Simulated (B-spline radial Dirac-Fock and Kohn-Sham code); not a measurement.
**L-shell conversion coefficients of Ga against transition energy**

Level of theory: a Dirac-Hartree-Slater potential of the neutral atom with a Latter tail (no hole, which puts coefficients of high multipoles low close above an edge), finite nucleus with surface currents; an atomic code on a B-spline grid. Subshells within 1 keV of threshold and pair formation are left out.

```
energy (keV)        E4        E5        M2        M3        M4        M5
        11.5  4.36e+07  4.74e+09       659    124000  1.75e+07  2.02e+09
        13.2  1.69e+07  1.65e+09       354     54400  6.57e+06  6.70e+08
        17.5  2.40e+06  1.87e+08       101     10400    916000  7.18e+07
          20    949000  6.62e+07      56.4      4790    365000  2.52e+07
        25.1    196000  1.12e+07      21.1      1320     78300  4.31e+06
        40.9      6690    246000      2.73      92.3      3160    106000
        46.7      2690     87400      1.59      45.9      1360     39500
          50      1690     51300      1.20      32.1       880     23900
          57       694     18500     0.713      16.3       388      9200
        63.6       331      7930     0.462      9.36       197      4180
        92.4      28.0       457     0.110      1.48      20.9       302
         100      16.8       252    0.0814      1.01      13.2       175
         130      3.18      36.1    0.0310     0.296      2.95      30.1
         149      1.37      13.5    0.0190     0.159      1.38      12.4
         200     0.237      1.71   0.00683    0.0435     0.286      1.93
         288    0.0309     0.155   0.00204   0.00956    0.0456     0.222
         394   0.00614    0.0234  0.000769   0.00283    0.0105    0.0396
         409   0.00512    0.0189  0.000687   0.00246   0.00888    0.0325
         416   0.00471    0.0172  0.000653   0.00231   0.00824    0.0297
         422   0.00440    0.0159  0.000625   0.00219   0.00773    0.0276
         500   0.00199   0.00629  0.000380   0.00119   0.00371    0.0117
         568   0.00113   0.00326  0.000264  0.000761   0.00218   0.00629
        1000  0.000131  0.000269  5.88e-05  0.000125  0.000261  0.000539
        1010  0.000126  0.000259  5.74e-05  0.000122  0.000252  0.000518
        1050  0.000111  0.000224  5.21e-05  0.000109  0.000221  0.000446
        1370  4.94e-05  8.83e-05  2.76e-05  5.17e-05  9.38e-05  0.000168
        2000  1.82e-05  2.85e-05  1.19e-05  1.97e-05  3.13e-05  4.90e-05
        2180  1.48e-05  2.26e-05  9.96e-06  1.60e-05  2.49e-05  3.79e-05
        2210  1.43e-05  2.18e-05  9.68e-06  1.55e-05  2.40e-05  3.64e-05
```

Q: How fast do they fall between 2000 and 2210 keV?

A: As powers of the energy: E4 E^-2.39, E5 E^-2.68, M2 E^-2.09, M3 E^-2.38, M4 E^-2.67, M5 E^-2.97. Within one type (E or M) the higher multipoles fall faster.

Values without a named source are computed, but for edge energies of neutral atoms, which are taken from tables.
